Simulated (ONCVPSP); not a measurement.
**Before and after: ONCV potential for hafnium (Hf)**

ONCVPSP 4.0.1 input, shortened (lines: element, Z, core and valence counts, functional; n l f; lmax; l rc ep ncon nbas qcut; lloc lpopt rc5 dvloc0; l nproj debl; icmod fcfact rcfact), PBE, non-relativistic:

```
  Hf 72.00   10    4        4      upf
    1    0    2.00
    2    0    2.00
    2    1    6.00
    3    0    2.00
    3    1    6.00
    3    2   10.00
    4    0    2.00
    4    1    6.00
    4    2   10.00
    4    3   14.00
    5    0    2.00
    5    1    6.00
    5    2    2.00
    6    0    1.50
    2
    0    1.90    0.00    4    7    8.20
    1    2.30    0.00    5    8    4.70
    2    2.30    0.00    3    7    6.40
    4    5    1.30    2.00
    0    3    0.90
    1    2    0.90
    2    2    1.50
    1    0.55    0.00
```

In the p channel the program set the typed energies aside and used -1.357, 0.250 Ha.

Change: core [Kr] 4d10 4f14 5s2, valence charge 10; reference 5p6 5d2 6s2; waves now 6s: rc 3.05 bohr, ncon 4, nbas 8, qcut 1.9 1/bohr, 2 projectors, debl 0.5 Ha; 5p: rc 1.75 bohr, ncon 5, nbas 8, qcut 9.2 1/bohr, 2 projectors, debl 3.3 Ha; 5d: rc 2.35 bohr, ncon 4, nbas 9, qcut 5.9 1/bohr, 3 projectors, debl 1.1 Ha; local potential polynomial inside 1.20 bohr (lpopt 5, dvloc0 -1 Ha).

Cutoffs: the cutoffs (Ha) at which the residual kinetic energy of the hardest occupied pseudo-wave falls to 1 and 0.1 mHa per electron; they do not see the model core or the augmentation charge, which bear on the density cutoff. Errors are all-electron minus pseudo energies relative to the spin-unpolarised reference configuration.

What does the change do?

The potential gets harder (20 Ha and 24 Ha → 28 Ha and 34 Ha); a bound ghost appears in s, which as a rule spoils a file; the lowest positive-energy flag moves from none to s at 19.7 eV. Several settings change at once here, so the effects cannot be laid on one of them.

| quantity | base | changed |
| --- | --- | --- |
| cutoff, loose | 20 Ha | 28 Ha |
| cutoff, tight | 24 Ha | 34 Ha |
| loose cutoff by channel | s 20 Ha, p 8.9 Ha, d 12 Ha | s 2.6 Ha, p 28 Ha, d 12 Ha |
| bound ghosts | none | s |
| GHOST(+) flags under 300 eV | none | s at 19.7 eV |
| largest error over its own tests, meV | -2.0 | -25 |
| rms error of d²Exc/dni dnj with the model core, mHa | 0.58 | 0.27 |

 A true bound ghost makes a file unfit for plane-wave use even where its test errors are small: the radial tests pick states by their node count and pass the ghost by.
